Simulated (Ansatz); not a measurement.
`FCBCF` + `C[SiH](N)S` → `NBCF` + `C[SiH](S)CF`  (redistribution)

Isolated molecules relaxed with PBE0-D4/def2-TZVP in Ansatz; ΔE leaves out vibrations. CBS: MP2 limit from def2 TZ/QZ plus the TZ coupled-cluster correction, frozen cores. DFT in def2-TZVPP. Each species was taken in one conformer, which may not be the lowest.

```tsv
level	ΔE (kJ/mol)
PBE-D4	-80.5
HF/def2-TZVPP	-62.2
```

(1) What does CCSD(T)/CBS give? (An estimate is asked.)

Largest T1 diagnostic among the species: 0.012.

## Answers

(1) Ansatz gave: -74.5 kJ/mol. The listed levels differ from it by -6.0, 12.3 kJ/mol.

From PBE to PBE0 (25 % exact exchange), in def2-TZVPP and without D4, ΔE moves by +4.4 kJ/mol. In def2-TZVPP, CCSD(T) changes the Hartree–Fock value by −14.8 kJ/mol (the triples alone add −3.1 kJ/mol) and MP2 by −13.6 kJ/mol.
